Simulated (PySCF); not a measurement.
Computed IR spectrum (relative IR intensity) of a molecule C3H8Ge. Geometry: B3LYP-D3(BJ)/def2-SVP. One conformer was computed; it need not be the lowest. Method: PySCF with B3LYP-D3(BJ)/def2-SVP. Frequencies are harmonic and unscaled.

Lines under 2 % of the strongest are left out, and lines within 2 cm⁻¹ are merged.

ν (cm⁻¹): 398 (vw), 489 (w), 516 (w), 552 (m), 730 (w), 819 (m), 831 (vs), 887 (m), 890 (w), 926 (m), 1023 (vw), 1058 (w), 1168 (vw), 1209 (w), 1446 (vw), 1711 (w), 2115 (s), 2124 (s), 2133 (s), 3043 (w), 3127 (w), 3135 (vw), 3228 (w) (against the strongest line: vs over 80 %, s over 45 %, m over 15 %, w over 4 %, vw less)

Problem. Which structure fits?
A) C=[C](C)[GeH3]
B) C1[CH2][GeH2][CH2]1
C) C=C[CH2][GeH3]
D) C/C=[CH]\[GeH3]

Solution. C, C=C[CH2][GeH3]
